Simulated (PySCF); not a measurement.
Method: PBE-D3(BJ)/def2-TZVP // PBE0-D3(BJ)/def2-SVP in PySCF. All species are isolated molecules in the gas phase. One relaxed conformer stands for a flexible species; it need not be the lowest. Excitations are Tamm–Dancoff values on a coarser integration grid. The basis has no diffuse functions, so Rydberg states are missing or too high.

Reference species (SMILES): `[SiH3][Si]([SiH3])([SiH3])[SiH2]Br` (Si–Si–Si–Br torsion 59°) (neutral, multiplicity 1).

* **HOMO–LUMO gap**: 4.80 eV
* **HOMO**: -6.68 eV
* **T1 excitation (TDA)**: 4.55 eV
* **LUMO**: -1.88 eV

Changed species: `F[SiH2][Si]([SiH3])([SiH3])[SiH3]` (F–Si–Si–Si torsion 180°) (one H of a SiH3 unit replaced by fluoro; the reference has one H of a SiH3 unit replaced by bromo).

Task: Predict the effect on the HOMO–LUMO gap, HOMO, T1 excitation (TDA) and LUMO.

Result: the HOMO–LUMO gap rises by 0.25 eV, to 5.05 eV; the HOMO decreases by 0.24 eV, to -6.92 eV; the T1 excitation (TDA) increases by 0.17 eV, to 4.72 eV; the LUMO is nearly the same.
